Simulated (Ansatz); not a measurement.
Cl₃In (SMILES [Cl][In]([Cl])[Cl]), singlet (typed; the unrestricted solution is spin-contaminated), geometry from GFN2-xTB (such geometries of metal compounds can be far from the true shape) (all electrons, no relativity), with bond 2-1 at 2.2 times its length; PBE0/3-21G in Ansatz (a first-principles code).

The Ansatz input:
Ansatz 0.2 input:
```yaml
crystal:
  periodic: [false, false, false]
  atoms:
    - {symbol: In, position_ang: [-0.00000000, -0.00000000, 0.00000000]}
    - {symbol: Cl, position_ang: [4.93789111, -0.44857919, -0.96800759]}
    - {symbol: Cl, position_ang: [-0.90325628, -1.01151285, 1.85308124]}
    - {symbol: Cl, position_ang: [-1.34123968, 1.21541248, -1.41307779]}
basis:
  gaussian:
    orbitals: 3-21G.json
hamiltonian:
  xc: pbe0
scf: {lower_state_search: off}
magnetization: {spin_polarized: true}
```
The basis file holds 3-21G in the JSON format of the Basis Set Exchange.

What the program printed (banner, timings and long lists left out):

```
Functional definition: PBE0
these checks for a lower state are left out or cut short: stability, starts, cluster_reference, orbital_swaps, neighbouring_geometries, increment
819 factors; integrals over basis functions are off by at most 1.6e-4 eV
mean field evaluation 1: about -192942.8856 eV, gradient 2.2e1 eV
mean field evaluation 2: about -192729.9696 eV, gradient 6.7e1 eV
mean field evaluation 4: about -192946.0629 eV, gradient 8.9e0 eV
mean field evaluation 8: about -192946.0612 eV, gradient 8.9e0 eV
mean field evaluation 16: about -192948.8670 eV, gradient 1.9e0 eV
mean field -192949.14005685 eV, -7090.7501114647 hartree, gradient 9.6e-7 eV, S^2 0.855238; 0 other end points of the search recorded, 0 dependent functions left out
reference -192949.14008908 eV, -7090.7501126490 hartree; 50, 50 occupied and 22, 22 virtual orbitals, 819 factors
Total energy: -192949.14008908 eV, -7090.7501126490 hartree
Checks for a lower state left out: stability, starts, cluster_reference, orbital_swaps, neighbouring_geometries, increment
```
